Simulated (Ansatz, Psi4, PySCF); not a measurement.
Noncovalent pair: H2S (SMILES S) (first 3 atoms) with CH4O (SMILES CO); geometry from B3LYP-D3(BJ)/def2-TZVP, rigid monomers moved along the line of their centres of mass till S1···C4 is 3.35 Å.
(charge 0, multiplicity 1):
```xyz
9

S      0.0804     1.4955    -0.1962
H      1.2980     0.9304    -0.2127
H     -0.5319     0.3249    -0.4357
C      0.1507     0.2441     2.9126
O      0.2382    -0.4168     4.1684
H     -0.8657     0.5847     2.6900
H      0.4408    -0.4803     2.1534
H      0.8285     1.1014     2.8442
H     -0.0147     0.2023     4.8600
```

Interaction energies are E(AB) − E(A) − E(B) at the monomers' geometry in the complex; basis-set methods are counterpoise corrected.

Frozen-core correlation.

Programs: Ansatz (a quantum-chemistry and plane-wave program); Psi4 for SAPT; PySCF for the dispersion terms. Values without a source in brackets are computed.

Question: Give the interaction energy at the level PBE/def2-TZVPPD.

Answer: 0.6 kcal/mol
